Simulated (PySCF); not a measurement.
## Löwdin shares of the frontier orbitals

Species: C6H8S.
Atom-mapped SMILES: `[CH2:1]=[CH:2][C:3]#[C:4][CH2:5][S:6][CH3:7]` (hydrogens: H8, H9 on C1; H10 on C2; H11, H12 on C5; H13, H14, H15 on C7)

Geometry (GFN2-xTB, Å), atoms numbered from 1 in this order:
```xyz
15
C6H8S angstrom
C      1.6090   -2.1338    1.5373
C      1.9834   -1.4060    0.4907
C      1.0878   -0.6463   -0.2886
C      0.3518   -0.0094   -0.9989
C     -0.5584    0.8151   -1.7437
S     -0.9994    2.3379   -0.8041
C     -1.8335    1.5614    0.6058
H      0.5791   -2.1910    1.8490
H      2.3221   -2.6951    2.1159
H      3.0219   -1.3550    0.1860
H     -1.4871    0.2843   -1.9647
H     -0.1038    1.1723   -2.6684
H     -1.1584    0.8451    1.0663
H     -2.7445    1.0735    0.2679
H     -2.0744    2.3551    1.3049
```

Computed, not measured: TDDFT PBE0/def2-SVPD, vertical, gas phase, core orbitals frozen in the response (PySCF).

Frontier orbitals with the atoms that hold most of them (Löwdin shares over 4%, at most four atoms; ? is withheld):

```tsv
orbital	ε (eV)	atoms
HOMO-3	-9.14	S6 45%, C7 12%, C2 11%, C5 9%
HOMO-2	-7.78	C4 37%, C3 37%, C5 7%, C2 6%
HOMO-1	-7.02	?
HOMO	?	S6 65%, C7 9%, C5 6%, C4 6%
LUMO	-1.04	?
LUMO+1	0.49	S6 15%, C4 13%, C1 11%, C3 11%
LUMO+2	0.58	S6 56%, C5 9%, C7 8%, H12 5%
```

(1) Give the leading atoms of the HOMO-1.

(2) Which atoms hold the LUMO, and with what shares?

(3) What is the HOMO energy, and the HOMO–LUMO gap?

## Answers

(1) C4 (bonded to 2 C) 20%; C1 (bonded to C and 2 H) 19%; C3 (bonded to 2 C) 18%; S6 (bonded to 2 C) 14%. By element: carbon 57% or more, sulfur 14%.

(2) C1 (bonded to C and 2 H) 28%; C2 (bonded to 2 C and H) 21%; C4 (bonded to 2 C) 14%; C3 (bonded to 2 C) 12%.

(3) ε(HOMO) = -6.44 eV; the gap is 5.39 eV (0.1982 hartree).

How does S1 compare with the orbital gap of 5.39 eV?

S1 is at 4.43 eV (f = 0.044), 0.97 eV below the gap, made of HOMO→LUMO (91%). 

One configuration dominates each of S1, S2, S3 and S5. Which, and how do the shares of the two leading atoms of either orbital change from the occupied to the empty one?

- S1 (4.43 eV, f 0.044), HOMO→LUMO (91%): S6 65% → at most 12%, C7 9% → at most 12%, C1 at most 6% → 28%, C2 at most 6% → 21%
- S2 (5.07 eV, f 0.0086), HOMO-2→LUMO (93%): C4 37% → 14%, C3 37% → 12%, C1 at most 7% → 28%, C2 6% → 21%
- S3 (5.33 eV, f 0.341), HOMO-1→LUMO (81%): C4 20% → 14%, C1 19% → 28%, C2 at most 14% → 21%
- S5 (5.81 eV, f 0.0005), HOMO→LUMO+1 (82%): S6 65% → 15%, C7 9% → at most 12%, C4 6% → 13%

One conformer stands for the species.
